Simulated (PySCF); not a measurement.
F$_{3}$Se, doublet, geometry from GFN2-xTB (the spin is typed, not shown lowest), with bond 3-1 at 1.4 times its length; CASSCF(5,5)+NEVPT2/STO-3G (PySCF).

PySCF was given this input:
```python
from pyscf import gto, scf, mcscf, mrpt
import numpy

mol = gto.Mole()
mol.atom = '''
    Se   -0.277611    0.187831    0.092762
    F    -0.982345   -1.550782    0.174862
    F     1.220666    2.035718   -1.026064
    F     1.238511   -0.666552    0.181104
'''
mol.basis = 'sto-3g'
mol.charge = 0
mol.spin = 1
mol.verbose = 4
mol.build()

mf = scf.ROHF(mol)
mf.kernel()
mc = mcscf.CASSCF(mf, 5, 5)
mc.fix_spin_(ss=0.75)
mc.kernel()
occ = numpy.linalg.eigvalsh(mc.fcisolver.make_rdm1(mc.ci, mc.ncas, mc.nelecas))[::-1]
ss = mc.fcisolver.spin_square(mc.ci, mc.ncas, mc.nelecas)[0]
print('natural occupations', occ.round(4), ' <S^2>', round(ss, 4))
e2 = mrpt.NEVPT(mc).kernel()
print('E(NEVPT2) = %.10f' % (mc.e_tot + e2))
```

### Question
Write the output that PySCF gives for this input, abridged.

### Answer

```
PySCF version 2.14.0

[INPUT] verbose = 4
[INPUT] num. atoms = 4
[INPUT] num. electrons = 61
[INPUT] charge = 0
[INPUT] spin (= nelec alpha-beta = 2S) = 1
[INPUT] symmetry False subgroup None
[INPUT] Mole.unit = angstrom
[INPUT] Symbol           X                Y                Z      unit          X                Y                Z       unit  Magmom
[...]
nuclear repulsion = 282.960837410069
number of shells = 17
number of NR pGTOs = 99
number of NR cGTOs = 33
basis = sto-3g
ecp = {}

******** <class 'pyscf.scf.rohf.ROHF'> ********
method = ROHF
initial guess = minao
damping factor = 0
level_shift factor = 0
DIIS = <class 'pyscf.scf.diis.CDIIS'>
diis_start_cycle = 1
diis_space = 8
diis_damp = 0
SCF conv_tol = 1e-09
SCF conv_tol_grad = None
SCF max_cycles = 50
direct_scf = True
direct_scf_tol = 1e-13
num. doubly occ = 30  num. singly occ = 1
Set gradient conv threshold to 3.16228e-05
init E= -2663.37386871715
[...]
cycle= 1 E= -2667.07246171107  delta_E= -3.7  |g|= 0.366  |ddm|=  1.9
[...]
cycle= 2 E= -2666.2242250747  delta_E= 0.848  |g|= 1.32  |ddm|= 2.47
[...]
cycle= 3 E= -2667.4127974824  delta_E= -1.19  |g|= 0.26  |ddm|= 1.88
[...]
cycle= 4 E= -2667.51281056759  delta_E= -0.1  |g|= 0.0693  |ddm|= 0.758
[...]
cycle= 5 E= -2667.51383507147  delta_E= -0.00102  |g|= 0.0458  |ddm|= 0.245
[...]
cycle= 6 E= -2667.51511586734  delta_E= -0.00128  |g|= 0.0352  |ddm|= 0.25
[...]
cycle= 7 E= -2667.51767904532  delta_E= -0.00256  |g|= 0.00871  |ddm|= 0.136
[...]
cycle= 8 E= -2667.51779069483  delta_E= -0.000112  |g|= 0.00318  |ddm|= 0.0242
[...]
cycle= 9 E= -2667.51780968728  delta_E= -1.9e-05  |g|= 0.00247  |ddm|= 0.0108
[...]
cycle= 10 E= -2667.51782555074  delta_E= -1.59e-05  |g|= 0.00155  |ddm|= 0.00891
[...]
cycle= 11 E= -2667.51783973336  delta_E= -1.42e-05  |g|= 0.00132  |ddm|= 0.00778
[...]
cycle= 12 E= -2667.51785320542  delta_E= -1.35e-05  |g|= 0.00127  |ddm|= 0.00757
[...]
cycle= 13 E= -2667.51786526128  delta_E= -1.21e-05  |g|= 0.00125  |ddm|= 0.00683
[...]
cycle= 14 E= -2667.51788905202  delta_E= -2.38e-05  |g|= 0.00124  |ddm|= 0.0136
[...]
cycle= 15 E= -2667.51792721942  delta_E= -3.82e-05  |g|= 0.00122  |ddm|= 0.0223
[...]
cycle= 16 E= -2667.51804229999  delta_E= -0.000115  |g|= 0.00128  |ddm|= 0.0718
[...]
cycle= 17 E= -2667.51813741385  delta_E= -9.51e-05  |g|= 0.00128  |ddm|= 0.0653
[...]
cycle= 18 E= -2667.51824729582  delta_E= -0.00011  |g|= 0.00119  |ddm|= 0.0859
[...]
[...]
converged SCF energy = -2667.51849071808
CASCI E = -2667.54070204605  S^2 = 0.7500000
CASSCF energy = -2667.59911087559
CASCI E = -2667.59911087559  E(CI) = -5.60896051832333  S^2 = 0.7500000
[...]
0 Se 2pz         0.00006   0.00004  -0.00010  -0.00005  -0.00007
0 Se 3px        -0.01055   0.00562  -0.00012  -0.00903   0.01229
0 Se 3py         0.00724   0.00975  -0.00080  -0.01206  -0.00904
0 Se 3pz        -0.00066  -0.00043   0.00128   0.00059   0.00080
0 Se 4px         0.53542  -0.32148  -0.02538   0.46828  -0.59605
0 Se 4py        -0.36830  -0.55977   0.01291   0.56667   0.39975
0 Se 4pz         0.03337   0.02370  -0.05133  -0.02446  -0.03750
0 Se 3dxy        0.00109  -0.00413   0.00147  -0.01024   0.01496
0 Se 3dyz       -0.00010  -0.00000  -0.00029   0.00082   0.00122
0 Se 3dz^2      -0.00004   0.00013  -0.00035   0.00501   0.01288
0 Se 3dxz       -0.00011   0.00027  -0.00030   0.00062  -0.00166
0 Se 3dx2-y2    -0.00187   0.00192  -0.00115   0.01030  -0.00818
1 F 1s           0.00023   0.00111   0.00009  -0.00240  -0.00096
1 F 2s          -0.00849  -0.04552  -0.00296   0.11898   0.04840
1 F 2px         -0.05812   0.21529  -0.01718   0.18258   0.11969
1 F 2py          0.07571   0.70831  -0.06635   0.60644   0.10524
1 F 2pz         -0.00568  -0.03520   0.00902  -0.02983  -0.00308
2 F 1s          -0.00002  -0.00032   0.00005   0.00036  -0.00012
2 F 2s           0.00006   0.01932  -0.00041  -0.02160   0.00694
2 F 2px          0.00271   0.05067   0.79393   0.03503  -0.00191
2 F 2py          0.01707   0.02383   0.59921   0.04438  -0.02225
2 F 2pz         -0.00317   0.03039  -0.01069  -0.03392   0.01126
3 F 1s           0.00123   0.00002   0.00001   0.00015  -0.00332
3 F 2s          -0.03417  -0.00201  -0.00112  -0.00602   0.16436
3 F 2px         -0.60198   0.15664  -0.01339   0.02562  -0.52740
3 F 2py          0.44509   0.03457   0.01435  -0.15257   0.31787
3 F 2pz         -0.04085   0.00218   0.00580   0.00990  -0.03200
<CAS-nat-orb|mo-hf>  29     24       0.41772166
<CAS-nat-orb|mo-hf>  29     28      -0.64736337
<CAS-nat-orb|mo-hf>  29     29       0.46500174
<CAS-nat-orb|mo-hf>  30     29       0.77569878
<CAS-nat-orb|mo-hf>  31     31       0.99030742
<CAS-nat-orb|mo-hf>  32     32       0.92819514
<CAS-nat-orb|mo-hf>  33     33       0.92840966
Sr    (-1)',   E = -0.00000000000000
Si    (+1)',   E = -0.00485170977341
Sijrs (0)  ,   E = 0.00000000000000
Sijr  (+1) ,   E = -0.00000000000000
Srsi  (-1) ,   E = -0.00000000000000
Srs   (-2) ,   E = 0.00000000000000
Sij   (+2) ,   E = -0.00408820994507
Sir   (0)' ,   E = -0.00000000000000
Nevpt2 Energy = -0.008939919718484
E(NEVPT2) = -2667.6080507953
```
